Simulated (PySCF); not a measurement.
**Radial density of Kr³⁺ (krypton, charge +3)**

UHF, [Ar] 3d10 4s2 4p3, high-spin 4S determinant. All numbers are calculated (PySCF 2.14, scalar relativity through the core potential, in aug-cc-pwCVDZ-PP with ECP10MDF (6s5p4d1f, 48 functions)). This is the valence pseudo-density: the core potential removes the inner electrons and smooths the orbitals near the nucleus.

```json
{"r (bohr)": "0.000619", "4πr²ρ (e/bohr)": "5.618e-05", "4πr²(ρα − ρβ)": "0.0000"}
{"r (bohr)": "0.00104", "4πr²ρ (e/bohr)": "0.0001587", "4πr²(ρα − ρβ)": "0.0000"}
{"r (bohr)": "0.00175", "4πr²ρ (e/bohr)": "0.0004469", "4πr²(ρα − ρβ)": "0.0000"}
{"r (bohr)": "0.00295", "4πr²ρ (e/bohr)": "0.001249", "4πr²(ρα − ρβ)": "0.0000"}
{"r (bohr)": "0.00495", "4πr²ρ (e/bohr)": "0.003411", "4πr²(ρα − ρβ)": "0.0000"}
{"r (bohr)": "0.00833", "4πr²ρ (e/bohr)": "0.008777", "4πr²(ρα − ρβ)": "0.0000"}
{"r (bohr)": "0.0140", "4πr²ρ (e/bohr)": "0.01960", "4πr²(ρα − ρβ)": "0.0000"}
{"r (bohr)": "0.0236", "4πr²ρ (e/bohr)": "0.03493", "4πr²(ρα − ρβ)": "0.0000"}
{"r (bohr)": "0.0397", "4πr²ρ (e/bohr)": "0.06014", "4πr²(ρα − ρβ)": "0.0001"}
{"r (bohr)": "0.0667", "4πr²ρ (e/bohr)": "0.2003", "4πr²(ρα − ρβ)": "0.0006"}
{"r (bohr)": "0.112", "4πr²ρ (e/bohr)": "1.448", "4πr²(ρα − ρβ)": "0.0037"}
{"r (bohr)": "0.189", "4πr²ρ (e/bohr)": "8.294", "4πr²(ρα − ρβ)": "0.0540"}
{"r (bohr)": "0.317", "4πr²ρ (e/bohr)": "28.20", "4πr²(ρα − ρβ)": "0.3983"}
{"r (bohr)": "0.534", "4πr²ρ (e/bohr)": "32.49", "4πr²(ρα − ρβ)": "0.1931"}
{"r (bohr)": "0.898", "4πr²ρ (e/bohr)": "8.814", "4πr²(ρα − ρβ)": "0.6402"}
{"r (bohr)": "1.51", "4πr²ρ (e/bohr)": "4.179", "4πr²(ρα − ρβ)": "2.3080"}
{"r (bohr)": "2.54", "4πr²ρ (e/bohr)": "0.7617", "4πr²(ρα − ρβ)": "0.5588"}
{"r (bohr)": "4.27", "4πr²ρ (e/bohr)": "0.009557", "4πr²(ρα − ρβ)": "0.0081"}
{"r (bohr)": "7.19", "4πr²ρ (e/bohr)": "3.753e-05", "4πr²(ρα − ρβ)": "0.0000"}
```

Energies and moments cover only the electrons outside the core potential.
